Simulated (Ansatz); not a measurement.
`BCB(O)F` + `[SiH3]S` → `BS[SiH3]` + `CB(O)F` at 500 K and 1 bar (ligand exchange at a B–C bond).

Calculated with Ansatz (gas phase, PBE0-D4/def2-TZVP geometries, no zero-point term in ΔE). CCSD(T)/CBS adds triple-zeta CCSD(T) − MP2 to the extrapolated MP2 energy (def2 sets, frozen cores). Each species was taken in one conformer, which may not be the lowest.

```
   species  CCSD(T)/CBS energy (Eh)  H − E (kJ/mol)  S (J/(mol·K))
 `BCB(O)F`               -265.72913           226.2          391.7
 `[SiH3]S`               -689.27336           117.6          310.5
`BS[SiH3]`               -714.68055           162.1          357.9
  `CB(O)F`               -240.35473           187.4          340.3
```

H − E and S are ideal-gas, rigid-rotor, harmonic terms from PBE0-D4/def2-TZVP, for one conformer and one mirror image of each species. 1 Eh = 2625.50 kJ/mol, R = 8.31446 J/(mol·K).

Problem. By hand: ΔE, ΔH, ΔS and ΔG.

Solution. ΔE = (-714.68055) + (-240.35473) − (-265.72913) − (-689.27336) = -0.03279 Eh = -86.1 kJ/mol. Δ(H − E) = 162.1 + 187.4 − 226.2 − 117.6 = 5.7, so ΔH = -80.4 kJ/mol. ΔS = 357.9 + 340.3 − 391.7 − 310.5 = -4.0 J/(mol·K). ΔG = -80.4 − 500 × (-4.0)/1000 = -78.4 kJ/mol.

Problem. By hand: the equilibrium constant, and the temperature at which ΔG would vanish if ΔH and ΔS stayed fixed.

Solution. log₁₀ K = −ΔG/(RT ln 10) = 8.2. ΔG = 0 at ΔH/ΔS = 20100 K, far beyond where these terms or the molecules hold.

The number of gas molecules stays the same, so ΔS is small and ΔH decides. A doubt of 5 kJ/mol in ΔE shifts log₁₀ K by 0.5 here. Other conformers and mirror images would add mixing entropy, several J/(mol·K) or more a flexible species. Modes under 60 cm⁻¹, often nearly free rotors, make the harmonic entropy too high. These are equilibria of isolated gas molecules and say nothing of rates. Largest T1 diagnostic: 0.014 (customary marks: 0.02 for closed shells, 0.045 for open ones).
